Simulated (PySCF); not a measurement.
PySCF input (M06-2X/def2-TZVPD):

```python
from pyscf import gto, scf, dft

mol = gto.M(
    atom='''
    C    -1.92503347    0.36418091   -0.47202797
    C    -1.38379164   -0.72944677    0.03694637
    O    -0.03921208   -0.96460908    0.25350307
    C     0.84193010    0.03781018    0.06587889
    C     1.81236476    0.04253387   -0.82716120
    F     0.67840658    1.03543236    0.95044517
    H    -1.34424318    1.22851203   -0.76065479
    H    -2.99572045    0.40350357   -0.60444254
    H    -1.94866560   -1.59989701    0.33669110
    H     2.52787086    0.84893476   -0.84918366
    H     1.89597748   -0.77354101   -1.52625778
    ''',
    basis='def2-tzvpd',
    charge=0,
    spin=0,
    verbose=4,
)

mf = dft.RKS(mol, xc='m062x').density_fit(auxbasis='def2-universal-jkfit')
mf.grids.level = 4
mf.conv_tol = 1e-9
mf.max_cycle = 100
mf.max_memory = 1500
mf.kernel()
if not mf.converged:
    mf = mf.newton()
    mf.kernel(mf.make_rdm1())
mf.analyze()
```

Output:

```
PySCF version 2.14.0

[INPUT] verbose = 4
[INPUT] num. atoms = 11
[INPUT] num. electrons = 46
[INPUT] charge = 0
[INPUT] spin (= nelec alpha-beta = 2S) = 0
[INPUT] symmetry False subgroup None
[INPUT] Mole.unit = angstrom
[INPUT] Symbol           X                Y                Z      unit          X                Y                Z       unit  Magmom
[INPUT]  1 C     -1.925033470000   0.364180910000  -0.472027970000 AA   -3.637786038921   0.688202179695  -0.892003586434 Bohr   0.0
[INPUT]  2 C     -1.383791640000  -0.729446770000   0.036946370000 AA   -2.614987213063  -1.378454617749   0.069818520597 Bohr   0.0
[INPUT]  3 O     -0.039212080000  -0.964609080000   0.253503070000 AA   -0.074100091975  -1.822846978469   0.479051374036 Bohr   0.0
[INPUT]  4 C      0.841930100000   0.037810180000   0.065878890000 AA    1.591017305028   0.071450884921   0.124493059490 Bohr   0.0
[INPUT]  5 C      1.812364760000   0.042533870000  -0.827161200000 AA    3.424873034213   0.080377365318  -1.563108128867 Bohr   0.0
[INPUT]  6 F      0.678406580000   1.035432360000   0.950445170000 AA    1.282002637303   1.956683580912   1.796081067716 Bohr   0.0
[INPUT]  7 H     -1.344243180000   1.228512030000  -0.760654790000 AA   -2.540251455014   2.321551277433  -1.437429228439 Bohr   0.0
[INPUT]  8 H     -2.995720450000   0.403503570000  -0.604442540000 AA   -5.661091196259   0.762511237584  -1.142230858636 Bohr   0.0
[INPUT]  9 H     -1.948665600000  -1.599897010000   0.336691100000 AA   -3.682444292361  -3.023367176411   0.636253967579 Bohr   0.0
[INPUT] 10 H      2.527870860000   0.848934760000  -0.849183660000 AA    4.776983603669   1.604254194023  -1.604724546856 Bohr   0.0
[INPUT] 11 H      1.895977480000  -0.773541010000  -1.526257780000 AA    3.582878175543  -1.461780655019  -2.884209199687 Bohr   0.0

nuclear repulsion = 230.38255208161
number of shells = 105
number of NR pGTOs = 373
number of NR cGTOs = 273
basis = def2-tzvpd
ecp = {}

******** <class 'pyscf.df.df_jk.DFRKS'> ********
method = DFRKS
initial guess = minao
damping factor = 0
level_shift factor = 0
DIIS = <class 'pyscf.scf.diis.CDIIS'>
diis_start_cycle = 1
diis_space = 8
diis_damp = 0
SCF conv_tol = 1e-09
SCF conv_tol_grad = None
SCF max_cycles = 100
direct_scf = False
XC library pyscf.dft.libxc version 7.1.2
    S. Lehtola, C. Steigemann, M. J. T. Oliveira, and M. A. L. Marques,  SoftwareX 7, 1–5 (2018)
XC functionals = m062x
    Y. Zhao and D. G. Truhlar,  Theor. Chem. Acc. 120, 215 (2008)
    Y. Zhao and D. G. Truhlar,  Theor. Chem. Acc. 120, 215 (2008)
radial grids:
    Treutler-Ahlrichs [JCP 102, 346 (1995); DOI:10.1063/1.469408] (M4) radial grids

becke partition: Becke, JCP 88, 2547 (1988); DOI:10.1063/1.454033
pruning grids: <function nwchem_prune>
grids dens level: 4
symmetrized grids: False
atomic radii adjust function: <function treutler_atomic_radii_adjust>
small_rho_cutoff = 0
Set gradient conv threshold to 3.16228e-05
Initial guess from minao.
tot grids = 250072
******** <class 'pyscf.df.df.DF'> ********
[...]
cycle= 11 E= -330.443191541036  delta_E= -1.48e-10  |g|= 7.82e-06  |ddm|= 6.72e-05
  HOMO = -0.316103320216597  LUMO = 0.0155959728325297  gap/eV = 9.02600
Extra cycle  E= -330.443191541034  delta_E= 1.25e-12  |g|= 8.53e-06  |ddm|= 2.45e-05
converged SCF energy = -330.443191541034
**** SCF Summaries ****
Total Energy =                        -330.443191541034366
Nuclear Repulsion Energy =             230.382552081609674
One-electron Energy =                 -907.590783891815931
Two-electron Energy =                  346.765040269171834
Two-electron Coulomb Energy =          389.238237836611461
DFT Exchange-Correlation Energy =      -42.473197567439648
HOMO-LUMO gap [eV] =                     9.025997505720882
**** MO energy ****
MO #1   energy= -25.2692454247443  occ= 2
MO #2   energy= -19.6891291744121  occ= 2
MO #3   energy= -10.6873514241206  occ= 2
MO #4   energy= -10.6132791805386  occ= 2
MO #5   energy= -10.5417035528082  occ= 2
MO #6   energy= -10.5384634237695  occ= 2
MO #7   energy= -1.39136440789893  occ= 2
MO #8   energy= -1.22537223215905  occ= 2
MO #9   energy= -0.902947736943617 occ= 2
MO #10  energy= -0.854818005221297 occ= 2
MO #11  energy= -0.751317470293245 occ= 2
MO #12  energy= -0.684921093874749 occ= 2
MO #13  energy= -0.61832678728164  occ= 2
MO #14  energy= -0.599309979487432 occ= 2
MO #15  energy= -0.593907135294294 occ= 2
MO #16  energy= -0.5559570905565   occ= 2
MO #17  energy= -0.52151518785999  occ= 2
MO #18  energy= -0.498361025077336 occ= 2
MO #19  energy= -0.479276467838977 occ= 2
MO #20  energy= -0.47107177733031  occ= 2
MO #21  energy= -0.453960809827257 occ= 2
MO #22  energy= -0.330785949509191 occ= 2
MO #23  energy= -0.316103320216597 occ= 2
MO #24  energy= 0.0155959728325297 occ= 0
MO #25  energy= 0.0283616854380352 occ= 0
MO #26  energy= 0.0342072396894191 occ= 0
MO #27  energy= 0.0391714024961439 occ= 0
MO #28  energy= 0.0484851041137588 occ= 0
MO #29  energy= 0.0577474405354571 occ= 0
MO #30  energy= 0.0689122919026609 occ= 0
MO #31  energy= 0.0825697162525178 occ= 0
MO #32  energy= 0.0850627996029494 occ= 0
MO #33  energy= 0.0948316886399088 occ= 0
MO #34  energy= 0.107725388716253  occ= 0
MO #35  energy= 0.116500648534742  occ= 0
MO #36  energy= 0.128370279969297  occ= 0
MO #37  energy= 0.140458694268267  occ= 0
MO #38  energy= 0.147879295538982  occ= 0
MO #39  energy= 0.166488905161428  occ= 0
MO #40  energy= 0.179694613139816  occ= 0
MO #41  energy= 0.184391862176667  occ= 0
MO #42  energy= 0.194878947990844  occ= 0
MO #43  energy= 0.203877308891784  occ= 0
MO #44  energy= 0.204901413834674  occ= 0
MO #45  energy= 0.21443239403633   occ= 0
MO #46  energy= 0.218648282272262  occ= 0
MO #47  energy= 0.235075882637653  occ= 0
MO #48  energy= 0.238528227671723  occ= 0
MO #49  energy= 0.252565070901325  occ= 0
MO #50  energy= 0.255850260748134  occ= 0
MO #51  energy= 0.259069675902635  occ= 0
MO #52  energy= 0.263575522612873  occ= 0
MO #53  energy= 0.275948139319811  occ= 0
MO #54  energy= 0.284802120400788  occ= 0
MO #55  energy= 0.289731868400251  occ= 0
MO #56  energy= 0.296258977677648  occ= 0
MO #57  energy= 0.31173605092879   occ= 0
MO #58  energy= 0.315452671150234  occ= 0
MO #59  energy= 0.317611754375903  occ= 0
MO #60  energy= 0.329582151414371  occ= 0
MO #61  energy= 0.331265710928576  occ= 0
MO #62  energy= 0.339208860123307  occ= 0
MO #63  energy= 0.342591556934702  occ= 0
MO #64  energy= 0.36253887218981   occ= 0
MO #65  energy= 0.365325411954967  occ= 0
MO #66  energy= 0.372917204494824  occ= 0
MO #67  energy= 0.383056880272115  occ= 0
MO #68  energy= 0.386307458217142  occ= 0
MO #69  energy= 0.394314055144695  occ= 0
MO #70  energy= 0.407102987760936  occ= 0
MO #71  energy= 0.412323013293751  occ= 0
MO #72  energy= 0.418177996715558  occ= 0
MO #73  energy= 0.418447531863691  occ= 0
MO #74  energy= 0.425598759602785  occ= 0
MO #75  energy= 0.436615458810095  occ= 0
MO #76  energy= 0.440814198332269  occ= 0
MO #77  energy= 0.472353774167054  occ= 0
MO #78  energy= 0.475848128705775  occ= 0
MO #79  energy= 0.48680517074776   occ= 0
MO #80  energy= 0.493032305776243  occ= 0
MO #81  energy= 0.505315316592757  occ= 0
MO #82  energy= 0.5159490153727    occ= 0
MO #83  energy= 0.525106133560977  occ= 0
MO #84  energy= 0.536663704349941  occ= 0
MO #85  energy= 0.544081305072661  occ= 0
MO #86  energy= 0.553445169926813  occ= 0
MO #87  energy= 0.569160422645992  occ= 0
MO #88  energy= 0.586899439742428  occ= 0
MO #89  energy= 0.595380590467828  occ= 0
MO #90  energy= 0.605711062079866  occ= 0
MO #91  energy= 0.626269911562833  occ= 0
MO #92  energy= 0.63061441187259   occ= 0
MO #93  energy= 0.643029369997499  occ= 0
MO #94  energy= 0.654421059408403  occ= 0
MO #95  energy= 0.675749363847038  occ= 0
MO #96  energy= 0.686718152196289  occ= 0
MO #97  energy= 0.69166876248194   occ= 0
MO #98  energy= 0.697693609358679  occ= 0
MO #99  energy= 0.719680317408632  occ= 0
MO #100 energy= 0.722493546149271  occ= 0
MO #101 energy= 0.735010390180532  occ= 0
MO #102 energy= 0.749487663309519  occ= 0
MO #103 energy= 0.767286932710042  occ= 0
MO #104 energy= 0.780094928010218  occ= 0
MO #105 energy= 0.788385676710923  occ= 0
MO #106 energy= 0.793179884146304  occ= 0
MO #107 energy= 0.811872959006122  occ= 0
[...]
```
